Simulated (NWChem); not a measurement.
System: C₄H₃I; SMILES C#C/C=C\I

Excerpt of the output:

```
             Northwest Computational Chemistry Package (NWChem) 7.3.0
             --------------------------------------------------------

 CS  symmetry detected

                             Geometry "geometry" -> ""
                             -------------------------

 Output coordinates in angstroms (scale by  1.889725989 to convert to a.u.)

  No.       Tag          Charge          X              Y              Z
 ---- ---------------- ---------- -------------- -------------- --------------
    1 C                    6.0000     1.20298998    -3.04128289     0.00000000
    2 C                    6.0000     0.14586417    -2.44433433     0.00000000
    3 C                    6.0000    -1.10952629    -1.78554191     0.00000000
    4 C                    6.0000    -1.32493792    -0.46019793     0.00000000
    5 I                   53.0000     0.16424338     0.98909892     0.00000000
    6 H                    1.0000     2.14535452    -3.55762894     0.00000000
    7 H                    1.0000    -2.00020187    -2.42726903     0.00000000
    8 H                    1.0000    -2.33639135    -0.04920252     0.00000000

 Effective nuclear repulsion energy (a.u.)     331.2282666242

      Symmetry information
      --------------------

 Group name             Cs
 Group number              2
 Group order               2
 No. of unique centers     8

 Summary of "ao basis" -> "ao basis" (spherical)
 ------------------------------------------------------------------------------
       Tag                 Description            Shells   Functions and Types
 ---------------- ------------------------------  ------  ---------------------
 C                          def2-svp                 6       14   3s2p1d
 I                          def2-svp                10       26   4s4p2d
 H                          def2-svp                 3        5   2s1p

      Symmetry analysis of basis
      --------------------------

        a'         70
        a"         27

            General Information
            -------------------
          SCF calculation type: DFT
          Wavefunction type:  closed shell.
          No. of atoms     :     8
          No. of electrons :    52
           Alpha electrons :    26
            Beta electrons :    26
          Charge           :     0
          Spin multiplicity:     1
          Use of symmetry is: on ; symmetry adaption is: on
          Maximum number of iterations: 150
          AO basis - number of functions:    97
                     number of shells:    43
          Convergence on energy requested:  1.00D-06
          Convergence on density requested:  1.00D-05
          Convergence on gradient requested:  5.00D-04

              XC Information
              --------------
          PerdewBurkeErnzerhof Exchange Functional  1.000
            Perdew 1991 LDA Correlation Functional  1.000 local
           PerdewBurkeErnz. Correlation Functional  1.000 non-local

             Grid Information
             ----------------
          Grid used for XC integration:  medium
          Radial quadrature: Mura-Knowles
          Angular quadrature: Lebedev.
          Tag              B.-S. Rad. Rad. Pts. Rad. Cut. Ang. Pts.
          ---              ---------- --------- --------- ---------
          C                   0.70       49          12.0       434
          I                   1.40      123          12.0       590
          H                   0.35       45          13.0       434
          Grid pruning is: on
          Number of quadrature shells:   454
          Spatial weights used:  Erf1

      Superposition of Atomic Density Guess
      -------------------------------------

 Sum of atomic energies:        -499.12419902

      Non-variational initial energy
      ------------------------------

 Total energy =    -451.042711
 1-e energy   =   -1117.781630
 2-e energy   =     466.787838
 HOMO         =      -0.266523
 LUMO         =      -0.031304

      Symmetry analysis of molecular orbitals - initial
      -------------------------------------------------

  Numbering of irreducible representations:

     1 a'          2 a"

  Orbital symmetries:

     1 a'          2 a'          3 a'          4 a'          5 a'
     6 a'          7 a'          8 a"          9 a'         10 a'
    11 a"         12 a'         13 a"         14 a'         15 a'
    16 a'         17 a'         18 a'         19 a'         20 a'
    21 a"         22 a'         23 a"         24 a'         25 a'
    26 a"         27 a"         28 a'         29 a'         30 a'
    31 a"         32 a'         33 a'         34 a'         35 a'
    36 a'

   convergence    iter        energy       DeltaE   RMS-Dens  Diis-err
 ---------------- ----- ----------------- --------- --------- ---------
 d= 0,ls=0.0,diis     1   -451.4394218739 -6.51D+02  1.58D-02  5.17D-01
 d= 0,ls=0.0,diis     2   -451.3029213553  1.37D-01  1.31D-02  1.35D+00
 d= 0,ls=0.0,diis     3   -451.4518579778 -1.49D-01  5.36D-03  3.41D-01
 d= 0,ls=0.0,diis     4   -451.4909184229 -3.91D-02  2.32D-03  9.74D-02
 d= 0,ls=0.0,diis     5   -451.5027556238 -1.18D-02  9.38D-04  9.90D-03
  Resetting Diis
 d= 0,ls=0.0,diis     6   -451.5036623490 -9.07D-04  5.01D-04  2.66D-03
 d= 0,ls=0.0,diis     7   -451.5040606165 -3.98D-04  1.94D-04  4.12D-05
 d= 0,ls=0.0,diis     8   -451.5040429467  1.77D-05  1.33D-04  1.48D-04
 d= 0,ls=0.0,diis     9   -451.5040642498 -2.13D-05  3.42D-05  1.59D-05
 d= 0,ls=0.0,diis    10   -451.5040663514 -2.10D-06  9.90D-06  9.37D-07
 d= 0,ls=0.0,diis    11   -451.5040664892 -1.38D-07  2.65D-06  1.08D-07

         Total DFT energy =     -451.504066489222
      One electron energy =    -1121.439183595550
           Coulomb energy =      514.666491670506
    Exchange-Corr. energy =      -44.682455649774
 Nuclear repulsion energy =      199.951081085596

 Numeric. integr. density =       51.999999914710

                  Occupations of the irreducible representations
                  ----------------------------------------------

                     irrep           alpha         beta
                     --------     --------     --------
                     a'               20.0         20.0
                     a"                6.0          6.0

                       DFT Final Molecular Orbital Analysis
                       ------------------------------------

 Vector   24  Occ=2.000000D+00  E=-2.545890D-01  Symmetry=a'
              MO Center=  5.1D-01, -2.4D+00, -2.3D-16, r^2= 2.7D+00
   Bfn.  Coefficient  Atom+Function         Bfn.  Coefficient  Atom+Function
  ----- ------------  ---------------      ----- ------------  ---------------
     5      0.358296  1 C  py                19      0.341919  2 C  py
     8      0.225375  1 C  py                22      0.204761  2 C  py
     4      0.201789  1 C  px                18      0.195872  2 C  px
    71     -0.140419  5 I  py                88      0.136916  7 H  s
    68     -0.135206  5 I  py                45     -0.120187  4 C  s

 Vector   25  Occ=2.000000D+00  E=-2.311206D-01  Symmetry=a'
              MO Center=  1.5D-01,  6.8D-01, -1.1D-15, r^2= 3.1D+00
   Bfn.  Coefficient  Atom+Function         Bfn.  Coefficient  Atom+Function
  ----- ------------  ---------------      ----- ------------  ---------------
    67      0.435849  5 I  px                68     -0.412346  5 I  py
    70      0.386287  5 I  px                71     -0.354033  5 I  py
    31     -0.195317  3 C  s                 64     -0.176092  5 I  px
    65      0.166113  5 I  py                61     -0.142401  5 I  px
    62      0.134365  5 I  py                45      0.131743  4 C  s

 Vector   26  Occ=2.000000D+00  E=-2.120785D-01  Symmetry=a"
              MO Center= -3.5D-02, -6.4D-01, -1.7D-15, r^2= 5.0D+00
   Bfn.  Coefficient  Atom+Function         Bfn.  Coefficient  Atom+Function
  ----- ------------  ---------------      ----- ------------  ---------------
    69      0.421833  5 I  pz                72      0.399336  5 I  pz
     6      0.273121  1 C  pz                34     -0.265252  3 C  pz
    48     -0.246069  4 C  pz                37     -0.188892  3 C  pz
     9      0.183747  1 C  pz                66     -0.170171  5 I  pz
    51     -0.168345  4 C  pz                20      0.155141  2 C  pz

 Vector   27  Occ=0.000000D+00  E=-7.788730D-02  Symmetry=a"
              MO Center= -4.7D-01, -1.4D+00, -7.1D-16, r^2= 4.1D+00
   Bfn.  Coefficient  Atom+Function         Bfn.  Coefficient  Atom+Function
  ----- ------------  ---------------      ----- ------------  ---------------
    51      0.499626  4 C  pz                48      0.420601  4 C  pz
    37     -0.388478  3 C  pz                 9      0.337925  1 C  pz
    34     -0.333762  3 C  pz                 6      0.312828  1 C  pz
    72     -0.194752  5 I  pz                23     -0.169190  2 C  pz
    20     -0.152892  2 C  pz                69     -0.138143  5 I  pz

 Vector   28  Occ=0.000000D+00  E=-5.345223D-02  Symmetry=a'
              MO Center= -2.1D-01,  4.9D-01,  1.3D-15, r^2= 3.7D+00
   Bfn.  Coefficient  Atom+Function         Bfn.  Coefficient  Atom+Function
  ----- ------------  ---------------      ----- ------------  ---------------
    45      0.943943  4 C  s                 70      0.644051  5 I  px
    71      0.623525  5 I  py                60     -0.465447  5 I  s
    50      0.360097  4 C  py                49      0.346764  4 C  px
    44      0.288058  4 C  s                 46      0.287538  4 C  px
    47      0.271186  4 C  py                67      0.268501  5 I  px

[...]
```

Level: PBE/def2-SVP with def2 effective core potentials on I, vertical spin-unrestricted ions. Coordinates come from a PBE0/def2-SVP optimisation. Not confirmed as a minimum by frequencies. def2 effective core potentials on I; no spin-orbit coupling.

Write an input that gives this output.

Several could match; the one computed here: the input that was run:
```
start job
memory heap 200 mb stack 900 mb global 1100 mb
geometry units angstroms noautoz
  C      1.286385    -2.927108     0.000000
  C      0.203330    -2.378606     0.000000
  C     -1.080585    -1.777295     0.000000
  C     -1.355748    -0.463056     0.000000
  I      0.066327     1.052142     0.000000
  H      2.251149    -3.400283     0.000000
  H     -1.941310    -2.458668     0.000000
  H     -2.384763    -0.098250     0.000000
end
basis spherical
  * library def2-svp
end
ecp
  I library def2-ecp
end
dft
  xc xpbe96 cpbe96
  iterations 150
  vectors input atomic output neutral.movecs
end
task dft energy
charge 1
dft
  odft
  mult 2
  vectors input atomic output cation.movecs
end
task dft energy
```
